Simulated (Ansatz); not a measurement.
Geometry optimisation, RKS r2SCAN-D4/STO-3G (Ansatz 0.2.0).

Input:

```yaml
crystal:
  periodic: [false, false, false]
  atoms:
    - { symbol: B, position_ang: [-0.3401, 1.6099, -0.5532] }
    - { symbol: S, position_ang: [0.944, 0.8965, 0.5231] }
    - { symbol: B, position_ang: [0.4683, -0.8477, -0.0238] }
    - { symbol: S, position_ang: [-0.6888, -1.829, 0.9675] }
    - { symbol: H, position_ang: [-0.1392, 1.9505, -1.6972] }
    - { symbol: H, position_ang: [-1.4757, 1.8389, -0.1359] }
    - { symbol: H, position_ang: [1.0535, -1.3296, -0.9473] }
    - { symbol: H, position_ang: [0.2701, -2.3467, 1.8109] }
basis:
  gaussian: { orbitals: STO-3G }
hamiltonian:
  xc: r2scan
  dispersion: d4
relax:
  f_tol: 0.015
  max_steps: 40
```

Run as:

```bash
$ ansatz run input.yaml --threads 1 --pin off --max-ram 2048MiB --backend cpu --events-out ev --progress --plain --runs-dir out
```

Q: Where does it end, and by what steps?

A: The forces met the threshold. Limits of this set-up: minimal basis. After 14 steps the energy has fallen by 2.760 eV; H6 moved furthest, 1.48 Å.

```
step  energy less start (eV)  largest force component (eV/Å)  accepted
   0                  0.0000                           1.384       yes
   1                 -0.1655                           1.198       yes
   2                 -0.4789                           1.393       yes
   3                 -0.8011                           2.272       yes
   4                 -1.1654                           2.263       yes
   5                 -1.5822                           2.043       yes
   6                 -1.9673                           1.629       yes
   7                 -2.2773                           0.892       yes
   8                 -2.4821                           0.640       yes
   9                 -2.6094                           0.599       yes
  10                 -2.7167                           0.283       yes
  11                 -2.7489                           0.292       yes
  12                 -2.7597                           0.040       yes
  13                 -2.7604                           0.026       yes
  14                 -2.7604                           0.005       yes
```

```xyz
8
Properties=species:S:1:pos:R:3
B -0.338 1.734 -0.709
S -0.266 0.938 0.856
B 0.156 -0.758 0.409
S 0.334 -1.957 1.677
H -0.135 1.163 -1.708
H -0.600 2.875 -0.724
H 0.309 -1.052 -0.710
H 0.633 -2.999 0.853
```

Whether the end is a true minimum wasn't checked by a vibrational analysis.

The run took 120 s on 1 CPU thread of a shared host.
